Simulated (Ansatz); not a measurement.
SnH2Me(NHiPr) (C₄H₁₃NSn), relaxed as a singlet with RKS PBE-D4/def2-SVP in Ansatz, starting from the GFN2-xTB geometry. Force threshold 0.02 eV/Å.

In the def2 sets Sn takes a core potential; there is no spin–orbit coupling.

Start:

```xyz
19

C     0.6868   -3.1322   -0.9269
C     0.3620    1.2579    0.7174
C    -0.8640    1.3390    1.6246
C     0.1769    2.1325   -0.5109
N     0.6878   -0.0967    0.3207
Sn   -0.3859   -1.2672   -0.9373
H    -2.0442   -1.4604   -0.5844
H    -0.3324   -0.5151   -2.4323
H     0.3240   -3.7793   -1.7153
H     0.5682   -3.6460    0.0201
H     1.7410   -2.9419   -1.0906
H     0.9625   -0.6174    1.1454
H     1.2324    1.6286    1.2780
H    -1.7437    0.9998    1.0800
H    -1.0293    2.3617    1.9527
H    -0.7325    0.7076    2.5009
H    -0.7388    1.8547   -1.0290
H     0.1138    3.1787   -0.2260
H     1.0154    1.9957   -1.1870
```

```csv
step,energy (eV),largest force component (eV/Å),SCF passes
1,-11668.6814,0.792,22
2,-11668.8394,0.285,21
3,-11668.8635,0.112,21
4,-11668.8664,0.078,19
5,-11668.8681,0.052,20
6,-11668.8689,0.070,20
7,-11668.8698,0.066,19
8,-11668.8703,0.040,20
9,-11668.8709,0.038,19
10,-11668.8712,0.026,20
11,-11668.8715,0.024,20
12,-11668.8716,0.020,20
```

Force components are those of the run's own axes.

End:

```csv
atom,x (Å),y (Å),z (Å)
C1,0.586,-3.171,-0.845
C2,0.383,1.283,0.702
C3,-0.801,1.251,1.684
C4,0.077,2.172,-0.506
N5,0.826,-0.041,0.256
Sn6,-0.273,-1.196,-1.082
H7,-1.994,-1.230,-0.789
H8,0.021,-0.565,-2.667
H9,0.177,-3.856,-1.612
H10,0.345,-3.572,0.158
H11,1.685,-3.112,-0.960
H12,1.076,-0.621,1.068
H13,1.246,1.747,1.239
H14,-1.708,0.835,1.193
H15,-1.052,2.264,2.062
H16,-0.570,0.612,2.562
H17,-0.804,1.791,-1.069
H18,-0.160,3.208,-0.192
H19,0.939,2.201,-1.201
```

By distances, no bond broke or formed. The bond that changes most is Sn6–H8, from 1.67 to 1.73 Å (atoms count from 1).

No frequencies were taken in this run, so the end may be a saddle point.

It took 19 s on 4 threads of Arm Neoverse V2 on a shared host.
